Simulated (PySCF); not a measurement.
oxetane-3-carbonitrile (C4H5NO), SMILES N#CC1COC1. Atoms are numbered in the order given.

```xyz
11

N      2.6055     0.3048     0.0000
C      1.5125    -0.0928     0.0000
C      0.1361    -0.5611     0.0000
C     -0.8559     0.0371    -1.0313
O     -1.8166     0.2999     0.0000
C     -0.8559     0.0371     1.0313
H      0.1225    -1.6609     0.0000
H     -1.2355    -0.6570    -1.7974
H     -0.4891     0.9602    -1.5136
H     -1.2355    -0.6570     1.7974
H     -0.4891     0.9602     1.5136
```

Geometry: TPSSh-D3(BJ)/def2-SVP.

These are TPSSh-D3(BJ)/def2-SVP run with PySCF values and carry that method's errors.

Harmonic, unscaled wavenumbers; measured fundamentals usually lie a few per cent lower.

Computed vibrational spectrum:
```json
[
 {"mode": "1", "ν (cm⁻¹)": "102", "IR (km/mol)": "13.4", "Raman (Å⁴/amu)": "0.9", "depolarisation": "0.70", "moving atoms (share of kinetic energy)": "O 44 %, C 22 %, H 19 %, N 15 %"},
 {"mode": "2", "ν (cm⁻¹)": "184", "IR (km/mol)": "8.5", "Raman (Å⁴/amu)": "4.4", "depolarisation": "0.75", "moving atoms (share of kinetic energy)": "C 46 %, N 34 %, H 16 %"},
 {"mode": "3", "ν (cm⁻¹)": "243", "IR (km/mol)": "0.4", "Raman (Å⁴/amu)": "1.8", "depolarisation": "0.72", "moving atoms (share of kinetic energy)": "C 45 %, N 27 %, H 25 %"},
 {"mode": "4", "ν (cm⁻¹)": "521", "IR (km/mol)": "0.4", "Raman (Å⁴/amu)": "2.9", "depolarisation": "0.16", "moving atoms (share of kinetic energy)": "C 69 %, N 16 %, H 10 %"},
 {"mode": "5", "ν (cm⁻¹)": "541", "IR (km/mol)": "1.5", "Raman (Å⁴/amu)": "0.3", "depolarisation": "0.75", "moving atoms (share of kinetic energy)": "C 83 %, H 10 %"},
 {"mode": "6", "ν (cm⁻¹)": "655", "IR (km/mol)": "0.5", "Raman (Å⁴/amu)": "4.3", "depolarisation": "0.52", "moving atoms (share of kinetic energy)": "C 49 %, H 25 %, O 15 %, N 11 %"},
 {"mode": "7", "ν (cm⁻¹)": "876", "IR (km/mol)": "18.9", "Raman (Å⁴/amu)": "6.1", "depolarisation": "0.13", "moving atoms (share of kinetic energy)": "C 45 %, H 26 %, O 25 %"},
 {"mode": "8", "ν (cm⁻¹)": "893", "IR (km/mol)": "0.3", "Raman (Å⁴/amu)": "2.6", "depolarisation": "0.75", "moving atoms (share of kinetic energy)": "H 83 %, C 17 %"},
 {"mode": "9", "ν (cm⁻¹)": "984", "IR (km/mol)": "26.7", "Raman (Å⁴/amu)": "3.6", "depolarisation": "0.56", "moving atoms (share of kinetic energy)": "C 57 %, H 20 %, O 19 %"},
 {"mode": "10", "ν (cm⁻¹)": "1021", "IR (km/mol)": "0.8", "Raman (Å⁴/amu)": "10.3", "depolarisation": "0.75", "moving atoms (share of kinetic energy)": "C 82 %, H 16 %"},
 {"mode": "11", "ν (cm⁻¹)": "1065", "IR (km/mol)": "99.7", "Raman (Å⁴/amu)": "0.7", "depolarisation": "0.75", "moving atoms (share of kinetic energy)": "C 53 %, O 44 %"},
 {"mode": "12", "ν (cm⁻¹)": "1105", "IR (km/mol)": "3.4", "Raman (Å⁴/amu)": "9.3", "depolarisation": "0.25", "moving atoms (share of kinetic energy)": "C 45 %, H 42 %"},
 {"mode": "13", "ν (cm⁻¹)": "1112", "IR (km/mol)": "1.1", "Raman (Å⁴/amu)": "5.8", "depolarisation": "0.08", "moving atoms (share of kinetic energy)": "C 54 %, H 39 %"},
 {"mode": "14", "ν (cm⁻¹)": "1161", "IR (km/mol)": "1.9", "Raman (Å⁴/amu)": "4.1", "depolarisation": "0.75", "moving atoms (share of kinetic energy)": "H 91 %, C 9 %"},
 {"mode": "15", "ν (cm⁻¹)": "1177", "IR (km/mol)": "1.3", "Raman (Å⁴/amu)": "10.7", "depolarisation": "0.69", "moving atoms (share of kinetic energy)": "H 84 %, C 9 %"},
 {"mode": "16", "ν (cm⁻¹)": "1231", "IR (km/mol)": "5.7", "Raman (Å⁴/amu)": "5.7", "depolarisation": "0.75", "moving atoms (share of kinetic energy)": "H 78 %, C 22 %"},
 {"mode": "17", "ν (cm⁻¹)": "1304", "IR (km/mol)": "0.0", "Raman (Å⁴/amu)": "3.6", "depolarisation": "0.75", "moving atoms (share of kinetic energy)": "H 79 %, C 17 %"},
 {"mode": "18", "ν (cm⁻¹)": "1336", "IR (km/mol)": "6.4", "Raman (Å⁴/amu)": "6.8", "depolarisation": "0.56", "moving atoms (share of kinetic energy)": "H 64 %, C 33 %"},
 {"mode": "19", "ν (cm⁻¹)": "1385", "IR (km/mol)": "6.1", "Raman (Å⁴/amu)": "9.7", "depolarisation": "0.24", "moving atoms (share of kinetic energy)": "H 61 %, C 38 %"},
 {"mode": "20", "ν (cm⁻¹)": "1505", "IR (km/mol)": "1.1", "Raman (Å⁴/amu)": "1.1", "depolarisation": "0.75", "moving atoms (share of kinetic energy)": "H 93 %"},
 {"mode": "21", "ν (cm⁻¹)": "1531", "IR (km/mol)": "0.9", "Raman (Å⁴/amu)": "24.1", "depolarisation": "0.72", "moving atoms (share of kinetic energy)": "H 90 %, C 10 %"},
 {"mode": "22", "ν (cm⁻¹)": "2352", "IR (km/mol)": "15.4", "Raman (Å⁴/amu)": "93.3", "depolarisation": "0.27", "moving atoms (share of kinetic energy)": "C 62 %, N 38 %"},
 {"mode": "23", "ν (cm⁻¹)": "3026", "IR (km/mol)": "84.8", "Raman (Å⁴/amu)": "10.1", "depolarisation": "0.75", "moving atoms (share of kinetic energy)": "H 95 %"},
 {"mode": "24", "ν (cm⁻¹)": "3035", "IR (km/mol)": "10.4", "Raman (Å⁴/amu)": "241.4", "depolarisation": "0.08", "moving atoms (share of kinetic energy)": "H 94 %"},
 {"mode": "25", "ν (cm⁻¹)": "3091", "IR (km/mol)": "9.0", "Raman (Å⁴/amu)": "56.8", "depolarisation": "0.64", "moving atoms (share of kinetic energy)": "H 91 %, C 9 %"},
 {"mode": "26", "ν (cm⁻¹)": "3101", "IR (km/mol)": "13.6", "Raman (Å⁴/amu)": "162.3", "depolarisation": "0.75", "moving atoms (share of kinetic energy)": "H 90 %, C 10 %"},
 {"mode": "27", "ν (cm⁻¹)": "3108", "IR (km/mol)": "40.2", "Raman (Å⁴/amu)": "75.6", "depolarisation": "0.06", "moving atoms (share of kinetic energy)": "H 91 %, C 9 %"}
]
```
